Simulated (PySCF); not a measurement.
PySCF 2.14 output of an unrestricted r2SCAN calculation on a single atom or ion in aug-cc-pwCVQZ, with the non-relativistic Hamiltonian (point nucleus):

```
SCF conv_tol = 1e-09
number electrons alpha = 8  beta = 6
    J. W. Furness, A. D. Kaplan, J. Ning, J. P. Perdew, and J. Sun.,  J. Phys. Chem. Lett. 11, 8208-8215 (2020)
    J. W. Furness, A. D. Kaplan, J. Ning, J. P. Perdew, and J. Sun.,  J. Phys. Chem. Lett. 11, 9248-9248 (2020)
    J. W. Furness, A. D. Kaplan, J. Ning, J. P. Perdew, and J. Sun.,  J. Phys. Chem. Lett. 11, 8208-8215 (2020)
    J. W. Furness, A. D. Kaplan, J. Ning, J. P. Perdew, and J. Sun.,  J. Phys. Chem. Lett. 11, 9248-9248 (2020)
cycle= 1 E= -396.850393427078  delta_E= -0.00798  |g|= 0.0169  |ddm|= 0.783
cycle= 2 E= -396.850577483249  delta_E= -0.000184  |g|= 0.00358  |ddm|= 0.0402
cycle= 3 E= -396.850588310637  delta_E= -1.08e-05  |g|= 0.000345  |ddm|= 0.00989
cycle= 4 E= -396.85058838079  delta_E= -7.02e-08  |g|= 7.14e-05  |ddm|= 0.000874
cycle= 5 E= -396.850588381163  delta_E= -3.73e-10  |g|= 6.31e-06  |ddm|= 0.000192
converged SCF energy = -396.850588381163  <S^2> = 2.0074229  2S+1 = 3.0049445
```

The run itself started from symmetry-adapted Hartree-Fock orbitals and held the occupation by maximum overlap, on a logarithmic radial grid, so the iterations belong to that start.

Problem. Which element, charge and spin multiplicity is this?

Solution. S²⁺ (sulfur, charge +2), multiplicity 3; the state was [Ne] 3s2 3p2, high-spin 3P determinant.
